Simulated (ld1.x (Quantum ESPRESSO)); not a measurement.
# Reading a pseudo-wave (B)

Columns: radius, all-electron u(r) and pseudo u(r) of the 2p shell (level -8.09 eV) of boron in the configuration [He] 2s2 2p0.5; PBE, scalar-relativistic, TM scheme, ld1.x (Quantum ESPRESSO) 7.5.

```csv
r (bohr),all-electron,pseudo
0.152,0.0622,0.0208
0.305,0.1813,0.0813
0.458,0.3051,0.1738
0.610,0.4135,0.2858
0.762,0.5013,0.4042
0.915,0.5702,0.5159
1.068,0.6206,0.6086
1.220,0.6528,0.6744
1.372,0.6692,0.7117
1.525,0.6722,0.7226
1.678,0.6644,0.7120
1.830,0.6482,0.6867
1.982,0.6258,0.6529
2.135,0.5987,0.6152
2.288,0.5687,0.5770
2.440,0.5370,0.5404
2.592,0.5046,0.5056
2.745,0.4719,0.4721
2.898,0.4398,0.4398
3.050,0.4088,0.4088
3.202,0.3790,0.3790
3.355,0.3504,0.3504
3.508,0.3232,0.3232
3.660,0.2978,0.2978
3.812,0.2739,0.2739
3.965,0.2514,0.2514
```

Q: How many radial nodes do the two functions have?

A: The all-electron 2p function has n − l − 1 = 0; the pseudo-wave has 0.

Q: At about which radius was the pseudo-wave matched?

A: 3.05 bohr. The columns agree to 0.0005 from 2.75 bohr on; several derivatives are matched, so the curves merge somewhat inside the radius.

Q: Where does each function peak?

A: Outermost all-electron maximum near 1.52 bohr, pseudo maximum near 1.52 bohr (to the table’s step).

Q: Is the pseudo-wave norm-conserving?

A: Yes: the TM scheme keeps the norm inside the radius equal to the all-electron one, which fixes the energy derivative of the logarithmic derivative at the level.
